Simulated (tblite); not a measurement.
Species: C₂H₁₀FN₂Si₂ (doublet state).
SMILES with atom numbers: `[CH3:1][N:2][SiH2:3][Si@:4]([CH3:5])([NH2:6])[F:7]` (hydrogens: H8, H9, H10 on C1; H11, H12 on Si3; H13, H14, H15 on C5; H16, H17 on N6)

Structure optimised with GFN2-xTB, isolated species. This method treats the open shell by occupation alone, without spin polarisation.

What internal coordinates does the optimisation give?

| bond | length (Å) |
| --- | --- |
| C1–N2 | 1.413 |
| N2–Si3 | 1.648 |
| Si3–Si4 | 2.352 |
| Si4–C5 | 1.897 |
| Si4–N6 | 1.719 |
| Si4–F7 | 1.622 |
| C1–H8, C1–H9, C1–H10 | 1.096 |
| Si3–H11 | 1.477 |
| Si3–H12 | 1.467 |
| C5–H13, C5–H14, C5–H15 | 1.085 |
| N6–H16, N6–H17 | 1.008 |

Bonds in one row agree within 0.01 Å and their mean is given. A selection of angles:
| angle | degrees |
| --- | --- |
| N2–C1–H8 | 108.3 |
| N2–C1–H9 | 114.5 |
| N2–C1–H10 | 110.5 |
| H8–C1–H9 | 108.6 |
| H8–C1–H10 | 106.6 |
| C1–N2–Si3 | 135.5 |
| N2–Si3–Si4 | 100.4 |
| N2–Si3–H11 | 126.6 |
| N2–Si3–H12 | 107.1 |
| Si4–Si3–H11 | 106.4 |
| Si4–Si3–H12 | 105.4 |
| H11–Si3–H12 | 108.9 |
| Si3–Si4–C5 | 114.9 |
| Si3–Si4–N6 | 116.2 |
| Si3–Si4–F7 | 105.8 |
| C5–Si4–N6 | 109.5 |
| C5–Si4–F7 | 107.7 |
| N6–Si4–F7 | 101.4 |
| Si4–C5–H13 | 110.4 |
| Si4–C5–H14 | 110.7 |
| H13–C5–H14 | 108.1 |
| Si4–N6–H16 | 118.3 |
| H16–N6–H17 | 109.7 |

Dihedral angles: C1–N2–Si3–Si4 -100° (anticlinal); N2–Si3–Si4–C5 82° (synclinal).

Si4 (silicon bonded to C, F, N and Si) is distorted tetrahedral (angles from 101.4° to 116.2°). The N–Si distances run from 1.648 Å (N2–Si3, drawn single) to 1.719 Å (Si4–N6, drawn single), a spread of 0.071 Å. N2 (nitrogen bonded to C and Si) is bent (angle 135.5°). N6 (nitrogen bonded to Si and 2 H) is pyramidal (angles 118.3°, 117.6° and 109.7°, sum 345.5°, 0.26 Å off the plane of its three neighbours). Si3 (silicon bonded to N, Si and 2 H) has angles from 100.4° to 126.6°.

Point group: C1 (no symmetry element, even within 0.4 Å). Its GFN2-xTB frequencies are all real (lowest 23 cm⁻¹). Torsions: C1–N2–Si3–Si4 -100°, N2–Si3–Si4–C5 82°, Si3–Si4–N6–H 59° and -76°.

On Arm Neoverse V1, one thread, no GPU, on a shared host, this took 1.5 s wall. That covers the optimisation of the geometry.

One conformer stands for the species.

The numbers are calculated, not measured.
